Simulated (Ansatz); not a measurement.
**Isomers**

Structures of ZnBH$_{2}$F, closed shell, relaxed at PBE0-D4/def2-TZVP (vibrations not checked; lower isomers may exist, and structures with a doubtful reference or unclear bonds are left out). Ansatz 0.2.0; basis: def2-TZVPP; cores frozen in the correlated methods. The 3s and 3p shells of Cu and Zn are frozen; filled d shells are correlated. B3LYP uses VWN-RPA correlation.

Question: Rank them by CCSD(T) energy, lowest first, and give each one's height above the lowest. Links in brackets join atoms within 1.22 times the sum of their covalent radii (1.1 for two metals). (To be estimated.)
A.
ZnBH₂F ([F][BH][ZnH])
```
5
angstrom
F 0.2684 -1.4489 1.2104
B -0.3569 -0.7587 0.2636
Zn 0.4445 1.0670 -0.4135
H -1.3746 -1.2788 -0.1309
H 1.0186 2.4195 -0.9296
```
B.
a complex of BH₂F ([BH2][F]) + Zn
```
5
angstrom
B -0.7189 0.5240 -0.4938
Zn 2.7312 -1.9953 1.8771
F 0.2250 -0.1339 0.1483
H -1.5546 -0.1151 -1.0654
H -0.6828 1.7204 -0.4662
```
C.
ZnBH₂F ([BH2][Zn][F])
```
5
angstrom
B -0.6484 0.4683 -0.4452
Zn 0.7919 -0.5719 0.5437
F 2.0386 -1.4725 1.3997
H -1.5207 -0.0876 -1.0443
H -0.6613 1.6637 -0.4538
```
D.
a complex of ZnBH ([BH][Zn]) + HF
```
5
angstrom
F 0.9479 -1.6484 1.7561
B -1.2913 -0.2969 0.1174
Zn 0.6018 0.7824 -0.3715
H -0.9267 -1.4823 -0.0510
H 0.4630 -1.8829 0.9986
```

Answer: The calculation gives: B (0.00 kcal/mol), A (17.24 kcal/mol), C (26.94 kcal/mol), D (104.60 kcal/mol). Heights count from the lowest.

Question: Do PBE-D4, r2SCAN-D4, PBE0-D4, B3LYP-D4, wB97M-V, HF, MP2 give the same order? (A judgement: the text doesn't fix the answer.)

Answer: Computed: All do.

No T1 diagnostic of these runs exceeds 0.018. The restricted Hartree–Fock reference is unstable towards an unrestricted one at one or more of these structures. A large double-excitation amplitude points to some diradical character; no triplet was computed.

For scale, one of the runs: CCSD(T)/def2-TZVPP, 154 basis functions, launched by `ansatz run in.yaml --threads 2 --pin off --events-out ev --progress --plain --max-ram 4352MiB`. Time: 24 s of wall clock on 2 CPU threads of an Intel Xeon Platinum 8488C; the host was shared. Peak host memory: 1.1 GiB.
